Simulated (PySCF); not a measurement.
Be(SMe)(SeH) (CH4BeSSe), SMILES C[S][Be][SeH]. Atoms are numbered in the order given.

```xyz
8

Be     0.1917    -0.2512    -0.2566
S     -0.1914    -1.4316    -1.6976
C     -2.0325    -1.3062    -1.8284
H     -2.5167    -1.7105    -0.9300
H     -2.3200    -1.9139    -2.6964
H     -2.3486    -0.2686    -1.9962
Se     0.6232     1.0489     1.2507
H      0.4876    -0.0222     2.2568
```

Coordinates come from a TPSSh-D3(BJ)/def2-SVP optimisation. The structure was generated by enumeration; whether it is a known compound was not checked. The values are those of a single conformer.

Calculation: PBE/def2-TZVPD in PySCF.

ESP charges are fitted to the potential on shells at 1.4 to 2.0 van der Waals radii. Atomic charges (e):

```json
[
 {"atom": "Be1", "IAO": "1.37", "ESP fit": "0.36"},
 {"atom": "S2", "IAO": "…", "ESP fit": "-0.27"},
 {"atom": "C3", "IAO": "…", "ESP fit": "-0.38"},
 {"atom": "H4", "IAO": "0.16", "ESP fit": "0.13"},
 {"atom": "H5", "IAO": "0.17", "ESP fit": "0.19"},
 {"atom": "H6", "IAO": "0.16", "ESP fit": "0.15"},
 {"atom": "Se7", "IAO": "-0.74", "ESP fit": "-0.27"},
 {"atom": "H8", "IAO": "…", "ESP fit": "0.10"}
]
```

Problem. What belongs in the gaps? (The exact figures need the calculation; the answer reports its results.)

Solution. 
- S2, IAO: -0.69
- C3, IAO: -0.50
- H8, IAO: 0.07
